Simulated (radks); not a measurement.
Results of a calculation; reference values are marked as such.
Neutral hafnium inside a hard spherical wall (all orbitals vanish at R), configuration held at [Xe] 4f14 5d2 6s2 and not refilled when levels cross. Code: a radial shooting solver on a logarithmic mesh with Libxc functionals. Model: scalar-relativistic Kohn-Sham, PBE, spin-polarised, spherical densities, point nucleus; open shells are filled with parallel spins first (spin-orbit coupling, left out, can overturn this in heavy ions). Eigenvalues in eV for spin up, with the zero of energy where the potential of the charges vanishes at infinity; a dash marks a level that is unbound or too diffuse for the functional's potential to be trusted. A positive occupied level is held by the wall or, in an anion where self-interaction has pushed it up, behind a barrier. The pressure on the wall is -dE/dV.

R (bohr)  E (hartree)  kinetic (hartree)    e(5p)    e(4f)   e(6s)   e(5d)  e(6p, empty)  e(7s, empty)  pressure (GPa)
free      -15078.2367          16523.392  -35.833  -16.741  -5.429  -3.093        -1.558             -               0
15        -15078.2367          16523.392  -35.832  -16.740  -5.428  -3.092        -1.553         0.154        < 0.0001
5         -15078.0139          16524.456  -31.793  -12.482  -1.145   0.667         5.631        25.517            23.5
4         -15077.5160          16526.345  -27.854   -8.076   5.796   5.138        15.840        52.666             131
2.5       -15071.6099          16547.952   -6.522   16.353  65.679  34.299        91.559        218.86            4550
2         -15060.1140          16587.335   22.977   45.284  154.45  74.031        192.92        417.81           23400
1.5       -15015.9626          16725.890   118.74   117.44  416.80  194.02        477.10        937.97          180000
